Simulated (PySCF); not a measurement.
Al(H)(Br)(vinyl) (C2H4AlBr), SMILES C=[CH][AlH][Br].

Geometry: TPSSh-D3(BJ)/def2-SVP. The structure was generated by enumeration; whether it is a known compound was not checked. The values are those of a single conformer.

The numbers are results of TPSSh-D3(BJ)/def2-SVP (PySCF), not measurements.

Frequencies are harmonic and unscaled.

Computed normal modes with their intensities:
```json
[
 {"mode": "1", "ν (cm⁻¹)": "70", "IR (km/mol)": "0.3", "moving atoms (share of kinetic energy)": "C 51 %, H 29 %, Al 16 %"},
 {"mode": "2", "ν (cm⁻¹)": "102", "IR (km/mol)": "1.8", "moving atoms (share of kinetic energy)": "Al 40 %, C 29 %, H 19 %, Br 12 %"},
 {"mode": "3", "ν (cm⁻¹)": "228", "IR (km/mol)": "2.1", "moving atoms (share of kinetic energy)": "C 64 %, Br 18 %, H 18 %"},
 {"mode": "4", "ν (cm⁻¹)": "404", "IR (km/mol)": "7.3", "moving atoms (share of kinetic energy)": "H 93 %"},
 {"mode": "5", "ν (cm⁻¹)": "422", "IR (km/mol)": "42.4", "moving atoms (share of kinetic energy)": "Al 62 %, Br 20 %, H 12 %"},
 {"mode": "6", "ν (cm⁻¹)": "507", "IR (km/mol)": "136.7", "moving atoms (share of kinetic energy)": "H 65 %, C 19 %, Al 16 %"},
 {"mode": "7", "ν (cm⁻¹)": "656", "IR (km/mol)": "69.0", "moving atoms (share of kinetic energy)": "H 69 %, C 25 %"},
 {"mode": "8", "ν (cm⁻¹)": "667", "IR (km/mol)": "259.9", "moving atoms (share of kinetic energy)": "Al 41 %, H 35 %, C 24 %"},
 {"mode": "9", "ν (cm⁻¹)": "994", "IR (km/mol)": "15.1", "moving atoms (share of kinetic energy)": "H 87 %, C 12 %"},
 {"mode": "10", "ν (cm⁻¹)": "1006", "IR (km/mol)": "28.4", "moving atoms (share of kinetic energy)": "H 72 %, C 28 %"},
 {"mode": "11", "ν (cm⁻¹)": "1060", "IR (km/mol)": "11.7", "moving atoms (share of kinetic energy)": "H 93 %"},
 {"mode": "12", "ν (cm⁻¹)": "1273", "IR (km/mol)": "1.5", "moving atoms (share of kinetic energy)": "H 71 %, C 29 %"},
 {"mode": "13", "ν (cm⁻¹)": "1428", "IR (km/mol)": "24.8", "moving atoms (share of kinetic energy)": "H 75 %, C 25 %"},
 {"mode": "14", "ν (cm⁻¹)": "1635", "IR (km/mol)": "28.1", "moving atoms (share of kinetic energy)": "C 76 %, H 24 %"},
 {"mode": "15", "ν (cm⁻¹)": "1986", "IR (km/mol)": "158.8", "moving atoms (share of kinetic energy)": "H 96 %"},
 {"mode": "16", "ν (cm⁻¹)": "3097", "IR (km/mol)": "23.7", "moving atoms (share of kinetic energy)": "H 95 %"},
 {"mode": "17", "ν (cm⁻¹)": "3127", "IR (km/mol)": "4.5", "moving atoms (share of kinetic energy)": "H 92 %, C 8 %"},
 {"mode": "18", "ν (cm⁻¹)": "3183", "IR (km/mol)": "13.9", "moving atoms (share of kinetic energy)": "H 89 %, C 11 %"}
]
```
